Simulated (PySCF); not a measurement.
PySCF job for C₃H₄BrF, SMILES F/C(=C/Br)C, B3LYP-D3(BJ)/def2-SVP. Geometry: B3LYP-D3(BJ)/def2-SVP.

```python
import numpy as np
from pyscf import gto, scf, dft, df
from pyscf.hessian import thermo

mol = gto.M(
    atom='''
    C     1.37439877   -1.68215591   -0.00000000
    C    -0.09286036   -1.44463024   -0.00000000
    F    -0.80860809   -2.58768331    0.00000000
    C    -0.77927920   -0.29766280   -0.00000001
    Br    0.02530318    1.41164432    0.00000000
    H     1.65872511   -2.27057529    0.88799092
    H     1.93011969   -0.73716575    0.00000001
    H     1.65872512   -2.27057528   -0.88799092
    H    -1.86926371   -0.29339127    0.00000000
    ''',
    basis='def2-SVP',
    charge=0,
    spin=0,
    max_memory=1600,
    verbose=3,
)
mf = dft.RKS(mol, xc='b3lyp').density_fit(auxbasis='def2-universal-jkfit')
mf.disp = 'd3bj'
mf.grids.level = 3
mf.conv_tol = 1e-11
mf.max_cycle = 100
mf.kernel()

# [left out here: the lines that compute and print the analytic Hessian (its translational invariance restored by hand, since the grid's response is missing), thermochemistry and intensities]
```

Output:

```
converged SCF energy = -2790.26394632535

WARN: DFTD3 does not support analytical Hessian, using finite difference


WARN: Mole.unit (angstrom) is changed to Bohr

Mode                                 0                   1                   2
Irrep
Freq [cm^-1]                      143.8119            195.4293            233.7609
Reduced mass [au]                   1.0679              4.3923              5.2846
Force const [Dyne/A]                0.0130              0.0988              0.1701
Char temp [K]                     206.9133            281.1793            336.3299
Normal mode                   x     y     z       x     y     z       x     y     z
       0   C                -0.00  0.00  0.01   -0.04  0.18 -0.00   -0.00  0.00  0.04
       1   C                -0.00  0.00  0.03   -0.06  0.04 -0.00   -0.00  0.00  0.05
       2   F                 0.00  0.00 -0.01    0.03 -0.00  0.00    0.00 -0.00 -0.12
       3   C                -0.00  0.00  0.05   -0.10  0.02 -0.00   -0.00  0.00  0.21
       4  Br                 0.00 -0.00 -0.01    0.03 -0.04  0.00    0.00 -0.00 -0.02
       5   H                -0.09 -0.48 -0.28    0.02  0.21  0.00    0.02  0.11  0.11
       6   H                -0.00  0.00  0.55   -0.13  0.23 -0.00   -0.00  0.00 -0.08
       7   H                 0.09  0.48 -0.28    0.02  0.21 -0.00   -0.02 -0.11  0.11
       8   H                -0.00  0.00  0.05   -0.10  0.05 -0.00   -0.00  0.00  0.27
Mode                                 3                   4                   5
Irrep
Freq [cm^-1]                      363.5290            441.2637            465.2456
Reduced mass [au]                  14.4126              3.2017              2.3346
Force const [Dyne/A]                1.1222              0.3673              0.2977
Char temp [K]                     523.0373            634.8803            669.3848
Normal mode                   x     y     z       x     y     z       x     y     z
       0   C                 0.07  0.01 -0.00   -0.06 -0.08 -0.00   -0.00 -0.00  0.02
       1   C                 0.07  0.06 -0.00   -0.02  0.11  0.00   -0.00  0.00 -0.21
       2   F                -0.06  0.16 -0.00    0.13  0.04 -0.00    0.00  0.00  0.05
       3   C                 0.05  0.03  0.00   -0.09  0.06 -0.00   -0.00  0.00  0.05
       4  Br                -0.02 -0.05  0.00   -0.00 -0.02 -0.00   -0.00 -0.00  0.00
       5   H                 0.06  0.00  0.00   -0.23 -0.17 -0.01   -0.29  0.04  0.14
       6   H                 0.10 -0.01 -0.00    0.19 -0.23 -0.00    0.00 -0.00  0.18
       7   H                 0.06  0.00 -0.00   -0.23 -0.17  0.01    0.29 -0.04  0.14
       8   H                 0.05 -0.05  0.00   -0.09  0.04 -0.00   -0.00  0.00  0.37
Mode                                 6                   7                   8
Irrep
Freq [cm^-1]                      746.3876            804.0849            904.0997
Reduced mass [au]                   4.9868              1.3696              3.3842
Force const [Dyne/A]                1.6368              0.5217              1.6298
Char temp [K]                    1073.8856           1156.8992           1300.7981
Normal mode                   x     y     z       x     y     z       x     y     z
       0   C                 0.12 -0.02 -0.00    0.00 -0.00 -0.01   -0.13 -0.01  0.00
       1   C                 0.02  0.00  0.00    0.00  0.00 -0.08    0.05 -0.06 -0.00
       2   F                -0.03  0.02 -0.00   -0.00  0.00  0.02    0.05  0.10  0.00
       3   C                -0.20 -0.10 -0.00   -0.00 -0.00  0.13    0.00 -0.15  0.00
       4  Br                 0.01  0.02  0.00    0.00  0.00 -0.00    0.01  0.01 -0.00
       5   H                 0.11 -0.04 -0.00   -0.03  0.00  0.00   -0.08  0.04  0.02
       6   H                 0.17 -0.05  0.00    0.00  0.00 -0.01   -0.30  0.09 -0.00
       7   H                 0.11 -0.04  0.00    0.03 -0.00  0.00   -0.08  0.04 -0.02
       8   H                -0.21 -0.18  0.00   -0.00 -0.00 -0.84    0.00 -0.35  0.00
Mode                                 9                  10                  11
Irrep
Freq [cm^-1]                     1016.4600           1052.7288           1170.9286
Reduced mass [au]                   1.5488              1.5248              1.6294
Force const [Dyne/A]                0.9428              0.9956              1.3163
Char temp [K]                    1462.4596           1514.6423           1684.7055
Normal mode                   x     y     z       x     y     z       x     y     z
       0   C                 0.01 -0.14  0.00    0.00 -0.00 -0.13    0.02  0.04  0.00
       1   C                -0.05 -0.02 -0.00   -0.00 -0.00  0.12   -0.06 -0.11 -0.00
       2   F                 0.04  0.04  0.00    0.00  0.00 -0.01    0.03  0.07 -0.00
       3   C                -0.04  0.06  0.00   -0.00  0.00 -0.01    0.00 -0.09  0.00
       4  Br                -0.00 -0.00 -0.00   -0.00 -0.00  0.00   -0.00  0.00  0.00
       5   H                 0.37  0.14  0.06   -0.47  0.17  0.14   -0.07 -0.07 -0.04
       6   H                -0.47  0.15 -0.00   -0.00  0.00  0.27    0.17 -0.05 -0.00
       7   H                 0.37  0.14 -0.06    0.47 -0.17  0.14   -0.07 -0.07  0.04
       8   H                -0.04  0.22  0.00   -0.00  0.00 -0.10    0.02  0.73  0.00
Mode                                12                  13                  14
Irrep
Freq [cm^-1]                     1304.5256           1407.9646           1443.8376
Reduced mass [au]                   2.0705              1.5605              1.0564
Force const [Dyne/A]                2.0760              1.8226              1.2975
Char temp [K]                    1876.9219           2025.7476           2077.3609
Normal mode                   x     y     z       x     y     z       x     y     z
       0   C                -0.01 -0.03  0.00    0.15 -0.02  0.00    0.01  0.05  0.00
       1   C                 0.18  0.08  0.00   -0.08 -0.04  0.00    0.03 -0.00  0.00
       2   F                -0.04 -0.04 -0.00    0.01  0.02 -0.00   -0.00 -0.00 -0.00
       3   C                -0.04 -0.04 -0.00    0.01  0.03 -0.00   -0.02  0.03 -0.00
       4  Br                -0.00 -0.00 -0.00    0.00 -0.00 -0.00   -0.00 -0.00  0.00
       5   H                -0.21  0.06  0.11   -0.42 -0.04  0.16    0.08 -0.49 -0.37
       6   H                -0.30  0.14 -0.00   -0.33  0.27 -0.00   -0.33  0.23 -0.00
       7   H                -0.21  0.06 -0.11   -0.42 -0.04 -0.16    0.08 -0.49  0.37
       8   H                -0.03  0.45 -0.00    0.00 -0.16  0.00   -0.02  0.00 -0.00
Mode                                15                  16                  17
Irrep
Freq [cm^-1]                     1447.5223           1737.6260           3035.6807
Reduced mass [au]                   1.0417              8.3224              1.0394
Force const [Dyne/A]                1.2861             14.8051              5.6433
Char temp [K]                    2082.6622           2500.0570           4367.6687
Normal mode                   x     y     z       x     y     z       x     y     z
       0   C                -0.00 -0.00  0.05    0.03 -0.02 -0.00    0.04 -0.03 -0.00
       1   C                -0.00  0.00  0.02   -0.12  0.19 -0.00   -0.00 -0.00 -0.00
       2   F                 0.00  0.00 -0.00   -0.00 -0.01  0.00    0.00  0.00  0.00
       3   C                 0.00 -0.00 -0.00    0.07 -0.16  0.00    0.00  0.00 -0.00
       4  Br                -0.00  0.00  0.00    0.00  0.00 -0.00   -0.00  0.00  0.00
       5   H                -0.37 -0.30 -0.04    0.06 -0.04 -0.03   -0.16  0.34 -0.52
       6   H                 0.00 -0.00 -0.70   -0.09  0.05  0.00   -0.18 -0.32  0.00
       7   H                 0.37  0.30 -0.04    0.06 -0.04  0.03   -0.16  0.34  0.52
       8   H                 0.00  0.00 -0.01    0.11  0.06  0.00   -0.00 -0.00 -0.00
Mode                                18                  19                  20
Irrep
Freq [cm^-1]                     3102.9375           3170.1320           3232.3856
Reduced mass [au]                   1.1022              1.1020              1.0937
Force const [Dyne/A]                6.2524              6.5248              6.7326
Char temp [K]                    4464.4362           4561.1142           4650.6833
Normal mode                   x     y     z       x     y     z       x     y     z
       0   C                 0.00  0.00 -0.09   -0.03 -0.08 -0.00   -0.00  0.00  0.00
       1   C                -0.00  0.00 -0.00    0.00 -0.00 -0.00   -0.00  0.01 -0.00
       2   F                -0.00 -0.00  0.00    0.00  0.00 -0.00   -0.00 -0.00  0.00
       3   C                -0.00 -0.00 -0.00    0.00  0.00 -0.00    0.08 -0.01 -0.00
       4  Br                -0.00 -0.00  0.00    0.00 -0.00  0.00   -0.00 -0.00 -0.00
       5   H                 0.17 -0.37  0.53   -0.06  0.12 -0.20    0.00 -0.00  0.00
       6   H                -0.00 -0.00 -0.01    0.45  0.76 -0.00   -0.00 -0.00  0.00
       7   H                -0.17  0.37  0.53   -0.06  0.12  0.20    0.00 -0.00 -0.00
       8   H                 0.00 -0.00 -0.00   -0.01  0.00 -0.00   -0.95  0.02  0.00
temperature 298.1500 [K]
pressure 101325.00 [Pa]
Rotational constants [GHz] 8.95371 1.41346 1.23020
Symmetry number 1
Zero-point energy (ZPE) 0.06247 [Eh]   164010.067 [J/mol]
                           tot       elec      trans        rot        vib
Entropy [J/mol/K]       328.311      0.000    170.284    114.749     43.277
Cv [J/mol/K]             79.546      0.000     12.472     12.472     54.603
Cp [J/mol/K]             87.861      0.000     20.786     12.472     54.603
Internal energy [J/mol]                      3718.434   3718.434 171735.011
Internal energy [Eh]   -2790.19570  -2790.26395
Enthalpy [J/mol]                             6197.391   3718.434 171735.011
Enthalpy [Eh]          -2790.19476
Gibbs free energy [J/mol]                  -44572.821 -30494.094 158831.876
Gibbs free energy [Eh] -2790.23204
static polarisability / bohr^3: [[45.979 -4.66   0.   ]
 [-4.653 67.757 -0.   ]
 [-0.    -0.    30.429]]
largest difference of analytic and finite-field dipole derivatives / e: 0.00084495673027285
mode   freq/cm-1   IR/(km/mol)   Raman/(A^4/amu)   depolarisation
   1      143.81         0.174             0.190            0.750
   2      195.43         1.185             2.559            0.525
   3      233.76         0.662             0.809            0.750
   4      363.53         2.399             2.951            0.364
   5      441.26         2.924             0.395            0.150
   6      465.25         2.730             3.806            0.750
   7      746.39        17.305             7.382            0.322
   8      804.08        43.636             3.988            0.750
   9      904.10        50.842             2.419            0.151
  10     1016.46         8.915             6.050            0.651
  11     1052.73         0.969             1.538            0.750
  12     1170.93       120.045             2.405            0.710
  13     1304.53        23.319             3.064            0.560
  14     1407.96        28.690             8.427            0.424
  15     1443.84         4.911            41.344            0.572
  16     1447.52         7.258            12.127            0.750
  17     1737.63        51.168            36.765            0.191
  18     3035.68        10.500           210.613            0.069
  19     3102.94         5.612           118.070            0.750
  20     3170.13         1.469            34.953            0.749
  21     3232.39        10.454            96.829            0.286
max |gradient| / (hartree/bohr): 0.00017294296836523515
APT charges: [-0.0477  0.6567 -0.5733 -0.0088 -0.1592  0.0135  0.0473  0.0135  0.0579]
```

The run converged.

Cost: about 6 core-minutes (a rough figure).
